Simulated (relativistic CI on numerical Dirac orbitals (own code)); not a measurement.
## d6 in a ligand field

Computed with a parametric ligand-field model of a d^n configuration (Racah B and C, spin-orbit zeta, crystal field), exact diagonalisation.

Field parameters in Wybourne normalisation: Oh B⁴₀ = 21Dq, B⁴₄ = √(5/14) B⁴₀. The field is a parameter set, without covalency.

**Question.** Ground term and bands for B = 500, C = 2110, ζ = 0 cm⁻¹, Oh, 10Dq = 2500 cm⁻¹?

**Answer.** Ground term 5T2 with 2.00 electrons in the two orbitals of the cubic e set. Spin-allowed: 5E 2500 cm⁻¹. Lowest spin-forbidden: 3T1 8980 cm⁻¹ (1114 nm), 3T2 10053 cm⁻¹ (995 nm), 3T1 10964 cm⁻¹ (912 nm).

**Question.** Ground term and bands for B = 500, C = 2110, ζ = 0 cm⁻¹, Oh, 10Dq = 9500 cm⁻¹?

**Answer.** Ground term 1A1 with 0.07 electrons in the two orbitals of the cubic e set. Spin-allowed: 1T1 8333 cm⁻¹ (1200 nm), 1T2 13822 cm⁻¹ (723 nm), 1E 17721 cm⁻¹ (564 nm), 1T2 17898 cm⁻¹ (559 nm). Lowest spin-forbidden: 5T2 1104 cm⁻¹, 3T1 3703 cm⁻¹ (2700 nm), 3T2 6447 cm⁻¹ (1551 nm).

**Question.** Ground term and bands for B = 500, C = 2110, ζ = 0 cm⁻¹, Oh, 10Dq = 4500 cm⁻¹?

**Answer.** Ground term 5T2 with 2.00 electrons in the two orbitals of the cubic e set. Spin-allowed: 5E 4500 cm⁻¹ (2222 nm). Lowest spin-forbidden: 3T1 7245 cm⁻¹ (1380 nm), 1A1 8387 cm⁻¹ (1192 nm), 3T2 9054 cm⁻¹ (1104 nm).

**Question.** Ground term and bands for B = 500, C = 2110, ζ = 0 cm⁻¹, Oh, 10Dq = 7500 cm⁻¹?

**Answer.** Ground term 5T2 with 2.00 electrons in the two orbitals of the cubic e set. Spin-allowed: 5E 7500 cm⁻¹ (1333 nm). Lowest spin-forbidden: 1A1 2733 cm⁻¹, 3T1 4486 cm⁻¹ (2229 nm), 3T2 6954 cm⁻¹ (1438 nm).

**Question.** Ground term and bands for B = 500, C = 2110, ζ = 0 cm⁻¹, Oh, 10Dq = 17500 cm⁻¹?

**Answer.** Ground term 1A1 with 0.04 electrons in the two orbitals of the cubic e set. Spin-allowed: 1T1 16096 cm⁻¹ (621 nm), 1T2 22779 cm⁻¹ (439 nm), 1T2 33121 cm⁻¹ (302 nm), 1E 33335 cm⁻¹ (300 nm). Lowest spin-forbidden: 3T1 11574 cm⁻¹ (864 nm), 3T2 14878 cm⁻¹ (672 nm), 5T2 16692 cm⁻¹ (599 nm).
